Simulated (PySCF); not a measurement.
GeH4, SMILES [GeH4].

Coordinates come from a PBE-D3(BJ)/def2-TZVPD optimisation. The isomer is the one that the SMILES or the coordinates give; other isomers of the formula were not compared.

Computed with PySCF with PBE-D3(BJ)/def2-TZVPD.

Frequencies are harmonic and unscaled.

Modes within 1.5 cm⁻¹ of each other (mostly degenerate sets) share a row, with their intensities summed.

Computed vibrational spectrum:
```csv
mode,ν (cm⁻¹),IR (km/mol),moving atoms (share of kinetic energy)
1–3,786,266.4,H 96 %
4–5,893,0.0,H 100 %
6,2094,0.0,H 100 %
7–9,2108,350.3,H 98 %
```
